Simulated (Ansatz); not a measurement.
Species: H₆B₂Si, SMILES `BB[SiH3]` (charge 0, multiplicity 1).

**Question.** Give a relaxed geometry from PBE0-D3(BJ)/def2-TZVP (Ansatz, a first-principles code).

**Answer.** Several could match; the one computed here: the end point of this relaxation, one of several conformers (outside a Z-matrix the atoms follow the SMILES, hydrogens last).
Z-matrix (Å, degrees):
```
B
H 1 1.1968
B 1 1.6079 2 128.44
H 3 1.2009 1 121.80 2 93.03
H 3 1.2009 4 116.10 1 -174.24
Si 1 2.0247 2 114.92 3 179.97
H 6 1.4874 1 114.74 2 179.91
H 6 1.4901 7 108.17 1 121.33
H 6 1.4902 7 108.21 8 117.42
```
